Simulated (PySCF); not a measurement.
**A small calculation by hand: entropy of an ideal gas**

TaH₅, SMILES [TaH5] (connectivity only; charge and spin as stated), neutral, multiplicity 1.

The structure is a stationary point at PBE-D3(BJ)/def2-TZVPD. The spin state was assumed, not searched. The def2 effective core potentials stand for the cores of Ta; spin–orbit coupling is left out.

PBE-D3(BJ)/def2-TZVPD in PySCF gives the harmonic wavenumbers 185, 185, 751, 751, 764, 813, 875, 1789, 1815, 1844, 1844, 1892 cm⁻¹ and the rotational temperatures 2.4848, 2.2246, 2.2246 K. The molar mass is 185.99 g/mol, the symmetry number 4, the spin multiplicity 1.

Problem. Work out the entropy at 298.15 K and 1 atm in the rigid-rotor, harmonic-oscillator model.

Solution. 
Translation (Sackur–Tetrode at 1 atm): S = R[1.5 ln M + 2.5 ln T − 1.16487] = 173.9 J/(mol K).
Rotation: q = (√π/σ) T^1.5/√(θA θB θC) = 651, S = R[ln q + 3/2] = 66.3 J/(mol K).
Vibration: with u = 1.4388 ν/T, each mode gives R[u/(e^u − 1) − ln(1 − e^−u)]:
```csv
ν (cm⁻¹),modes,u,S (J/(mol K))
185,2,0.89,19.06
751,2,3.62,2.10
764,1,3.69,1.00
813,1,3.92,0.82
875,1,4.22,0.65
1789,1,8.63,0.01
1815,1,8.76,0.01
1844,2,8.90,0.02
1892,1,9.13,0.01
```
These are all the modes. Sum 23.7 J/(mol K).
Spin: R ln 1 = 0.0 J/(mol K).
Total 263.9 J/(mol K); the program's own thermochemistry gives 263.9. Translation makes up 66 % and vibration 9 %. Anharmonicity, hindered rotation and orbital degeneracy are left out.
